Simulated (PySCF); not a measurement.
Species: CdMe(SMe), C2H6CdS (singlet state).
Bonds: Cd1–C2, Cd1–S6, S6–C7. Hydrogens: H3, H4, H5 on C2; H8, H9, H10 on C7.

Theory: PySCF, PBE0-D3(BJ)/def2-SVP geometry optimisation, gas phase, def2 core potentials past Kr.

Question: List the bond lengths and angles at this level.

Answer: 
```
                bond  length (Å)
              Cd1–C2       2.107
              Cd1–S6       2.358
 C2–H3, C2–H4, C2–H5       1.100
               S6–C7       1.829
C7–H8, C7–H9, C7–H10       1.099
```

Bonds in one row agree within 0.01 Å and their mean is given. A selection of angles:
```
    angle  degrees
C2–Cd1–S6    178.6
Cd1–C2–H3    110.4
 H3–C2–H4    108.7
Cd1–S6–C7    103.0
 S6–C7–H8    112.5
 S6–C7–H9    106.6
 H8–C7–H9    107.9
H8–C7–H10    109.4
```

Cd1 (cadmium bonded to C and S) is linear (angle 178.6°). The 4 heavy atoms lie in one plane (0.000 Å rms).

No frequency check.
